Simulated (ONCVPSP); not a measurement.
# Ba: one change to an ONCV potential, before and after

- Element: barium
- Generator: ONCVPSP 4.0.1
- Type: optimised norm-conserving Vanderbilt (ONCV)
- Functional: PBE
- Relativity: scalar-relativistic
- Frozen core: [Kr] 4d10
- Valence charge: 10
- Reference configuration: 5s2 5p6 6s2
- Partial waves: 5s+6s: rc 3.10 bohr, ncon 3, nbas 7, qcut 4.4 1/bohr, 2 projectors; 5p: rc 2.85 bohr, ncon 4, nbas 7, qcut 5.3 1/bohr, 1 projector; d scattering state at 0.04 Ha: rc 3.35 bohr, ncon 4, nbas 7, qcut 3.1 1/bohr, 2 projectors, debl 1.2 Ha
- Local potential: polynomial inside 1.85 bohr (lpopt 5, dvloc0 0 Ha)
- Core correction: Teter function, fcfact 3.75, rcfact 1.2

In the d channel the program set the typed energies aside and used -0.074, 1.126 Ha.

Change: functional LDA (Perdew-Wang 92). In the d channel the program set the typed energies aside and used 0.050, 1.250 Ha.

Cutoffs: the cutoffs (Ha) at which the residual kinetic energy of the hardest occupied pseudo-wave falls to 1 and 0.1 mHa per electron; they do not see the model core or the augmentation charge, which bear on the density cutoff. Errors are all-electron minus pseudo energies relative to the spin-unpolarised reference configuration.

Predict the effect on cutoff, ghosts and configuration errors.

The potential gets neither clearly harder nor softer (4.7 Ha and 8.6 Ha → 4.6 Ha and 8.3 Ha); the bound ghost in d disappears; of the 4 tests that both files solve, the error grows in 1 and shrinks in 0 by more than 15 % and 0.3 meV (median size 1.7 → 2.3 meV); the range in which the d phases agree narrows (upper end 3.2 → 1.8).

| quantity | base | changed |
| --- | --- | --- |
| cutoff, loose | 4.7 Ha | 4.6 Ha |
| cutoff, tight | 8.6 Ha | 8.3 Ha |
| loose cutoff by channel | s 4.7 Ha, p 4.4 Ha | s 4.6 Ha, p 4.3 Ha |
| bound ghosts | d | none |
| GHOST(+) flags under 300 eV | s at 41.6 eV | s at 40.6 eV, d at 49.5 eV |
| error for 5s2 5p6 6s1, meV [ΔE 5.36 → 5.54 eV] | -0.7 | -0.7 |
| error for 5s2 5p6 6s0, meV [ΔE 15.34 → 15.71 eV] | -2.8 | -3.8 |
| error for 5s2 5p6 6s1.5, meV [ΔE 2.14 → 2.21 eV] | -0.2 | -0.2 |
| error for 5s1 5p6 6s2, meV [ΔE 38.80 → 38.97 eV] | -187 | -173 |
| s: phases at 3.14 bohr within 0.05 rad from the reference energy up to (Ha; the scan ends near 5) | 1.3 | 1.3 |
| p: phases at 2.89 bohr within 0.05 rad from the reference energy up to (Ha; the scan ends near 5) | 0.1 | 0.1 |
| d: phases at 3.40 bohr within 0.05 rad from the reference energy up to (Ha; the scan ends near 5) | 3.2 | 1.8 |
| rms error of d²Exc/dni dnj with the model core, mHa | 0.42 | 1.48 |

 A true bound ghost makes a file unfit for plane-wave use even where its test errors are small: the radial tests pick states by their node count and pass the ghost by.
